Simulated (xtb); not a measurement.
xtb input (GFN1-xTB):

```bash
xtb mol.xyz --gfn 1 --opt tight --chrg 0 --uhf 0
```
mol.xyz:
```
9

Si     0.00354153    -0.36391811     0.00784918
Cl    -0.07534761     0.84779013    -1.66583968
Cl     0.05814285     0.92012622     1.62770832
N      1.38360809    -1.32909017     0.17633484
N     -1.35741815    -1.36211953    -0.11828940
H      1.57724935    -2.05829848    -0.49207889
H      2.21927074    -0.96468535     0.60389461
H     -2.19983178    -1.03281157    -0.56081153
H     -1.53711831    -2.06546124     0.58102234
```

End of the output:

```
     1  14 Si       2  17 Cl                                      2.0319813 (max)
     1  14 Si       3  17 Cl                                      2.0319812
     1  14 Si       4   7 N                                       1.7206347
     1  14 Si       5   7 N                                       1.7206347
     4   7 N        6   1 H                                       1.0063042
     4   7 N        7   1 H                                       1.0057165 (min)
     5   7 N        8   1 H                                       1.0057166
     5   7 N        9   1 H                                       1.0063041

 * 3 distinct bonds (by element types)

   Z      Z             #   av. dist./Å        max./Å        min./Å
   1 H    7 N           4     1.0060104     1.0063042     1.0057165
   7 N   14 Si          2     1.7206347     1.7206347     1.7206347
  14 Si  17 Cl          2     2.0319812     2.0319813     2.0319812

optimized geometry written to: xtbopt.xyz

           -------------------------------------------------
          | TOTAL ENERGY              -19.137113353514 Eh   |
          | GRADIENT NORM               0.000212870945 Eh/α |
          | HOMO-LUMO GAP               7.272287538215 eV   |
           -------------------------------------------------

------------------------------------------------------------------------
Note: The following floating-point exceptions are signalling: IEEE_DENORMAL
normal termination of xtb
------------------------------------------------------------------------
 total:
 SCF:
 ANC optimizer:
```
